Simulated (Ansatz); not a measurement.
Ansatz (a first-principles code) input (B3LYP/6-31G* with LANL2DZ past Ar): The .json file joins the Basis Set Exchange's 6-31G* for atoms up to Ar and LANL2DZ past it.

Ansatz 0.2 input:
```yaml
crystal:
  periodic: [false, false, false]
  atoms:
    - {symbol: Cl, position_ang: [-0.00000000, -0.00000000, -1.70646592]}
    - {symbol: I, position_ang: [0.00000000, 0.00000000, 0.54735699]}
basis:
  gaussian:
    orbitals: 6-31Gs+LANL2DZ.json
hamiltonian:
  xc: {name: B3LYP}
total_charge: 1
magnetization: {spin_polarized: true, initial_magnetization: 1}
relax: {f_tol: 0.003, max_steps: 120}
```

From the last part of the output:

```
WARN ansatz: RAYON_NUM_THREADS=1 ignored (pool sized by the plan → 1); use --threads N
Functional definition: B3LYP
integrals: 0.01 GiB planned
321 factors; integrals over basis functions are off by at most 6.1e-5 eV
mean field: 0.09 GiB planned
mean field evaluation 1: about -12818.0313 eV, gradient 2.1e1 eV
mean field evaluation 2: about -12806.7211 eV, gradient 4.2e1 eV
mean field evaluation 4: about -12821.2346 eV, gradient 1.1e0 eV
mean field evaluation 8: about -12821.2435 eV, gradient 2.8e-2 eV
mean field evaluation 16: about -12821.2444 eV, gradient 2.4e-2 eV
mean field -12821.24349921 eV, -471.1720080449 hartree, gradient 6.0e-5 eV, S^2 0.751181; 1 other end points of the search recorded, 0 dependent functions left out
the calculation of the forces begins
reference -12821.24366132 eV, -471.1720140023 hartree; 12, 11 occupied and 15, 16 virtual orbitals, 321 factors
relax step   1: F+E_penalty+E_count = -12821.24349921 eV  Δ(F+E_penalty+E_count) = +0.000e0 eV  max|allowed force component| = 1.477e0 eV/Å  Δτ_max = 0.0000 Å  (41 SCF iters, accepted)
these checks for a lower state are left out or cut short: starts, cluster_reference, orbital_swaps, neighbouring_geometries, increment
integrals: 0.01 GiB planned
321 factors; integrals over basis functions are off by at most 5.6e-5 eV
mean field: 0.09 GiB planned
mean field -12821.30296363 eV, -471.1741933219 hartree, gradient 9.7e-6 eV, S^2 0.751294; 0 other end points of the search recorded, 0 dependent functions left out
the calculation of the forces begins
reference -12821.30312667 eV, -471.1741993139 hartree; 12, 11 occupied and 15, 16 virtual orbitals, 321 factors
relax step   2: F+E_penalty+E_count = -12821.30296363 eV  Δ(F+E_penalty+E_count) = -5.946e-2 eV  max|allowed force component| = 1.352e-1 eV/Å  Δτ_max = 0.0482 Å  (31 SCF iters, accepted)
these checks for a lower state are left out or cut short: starts, cluster_reference, orbital_swaps, neighbouring_geometries, increment
integrals: 0.01 GiB planned
321 factors; integrals over basis functions are off by at most 5.7e-5 eV
mean field: 0.09 GiB planned
mean field evaluation 32: about -12821.3057 eV, gradient 3.4e-4 eV
mean field -12821.30362755 eV, -471.1742177208 hartree, gradient 1.5e-5 eV, S^2 0.751280; 0 other end points of the search recorded, 0 dependent functions left out
the calculation of the forces begins
reference -12821.30379050 eV, -471.1742237089 hartree; 12, 11 occupied and 15, 16 virtual orbitals, 321 factors
relax step   3: F+E_penalty+E_count = -12821.30362755 eV  Δ(F+E_penalty+E_count) = -6.639e-4 eV  max|allowed force component| = 2.260e-3 eV/Å  Δτ_max = 0.0048 Å  (30 SCF iters, accepted)
integrals: 0.01 GiB planned
321 factors; integrals over basis functions are off by at most 5.7e-5 eV
mean field: 0.09 GiB planned
mean field evaluation 64: about -12820.2627 eV, gradient 3.7e0 eV
mean field -12821.30362755 eV, -471.1742177208 hartree, gradient 1.5e-5 eV, S^2 0.751280; 3 other end points of the search recorded, 0 dependent functions left out
the calculation of the forces begins
reference -12821.30379050 eV, -471.1742237089 hartree; 12, 11 occupied and 15, 16 virtual orbitals, 321 factors
Total energy: -12821.30379050 eV, -471.1742237089 hartree
Atom 0 at    -0.000000    -0.000000    -1.749833 Å, force     0.000000     0.000000     0.002260 eV/Å
Atom 1 at     0.000000     0.000000     0.590724 Å, force    -0.000000    -0.000000    -0.002260 eV/Å
Dipole moment:     0.000000    -0.000000     0.072248 e Å
```

The dipole moment of an ion depends on the origin.
